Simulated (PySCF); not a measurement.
## Trend along the chalcogens: MPb molecules

PBE with triple-zeta basis sets in PySCF, for the lowest determinant that a PBE0 search found; no spin–orbit coupling. De refers to high-spin ground-configuration atoms. A positive dipole means M(−)Pb(+).

| M | basis | state (unpaired electrons) | Re (Å) | ωe (cm⁻¹) | De (eV) | μ (D) |
| --- | --- | --- | --- | --- | --- | --- |
| O | x2c-TZVPPall | singlet (closed shell) | 1.933 | 732 | 5.65 | 4.29 |
| S | def2-TZVPP | singlet (closed shell) | 2.313 | 425 | 5.02 | 3.88 |
| Se | def2-TZVPP | singlet (closed shell) | 2.436 | 276 | 4.68 | 3.64 |

The shortest bond is that of PbO (1.933 Å), the longest that of PbSe (2.436 Å).

The rows differ in basis set, which adds steps of its own.

Down a group the atoms grow and get heavier, so bonds lengthen and wavenumbers fall; this series shows no clear exception.

These are scalar-relativistic numbers at best; spin–orbit coupling would shift them, the dissociation energy most.
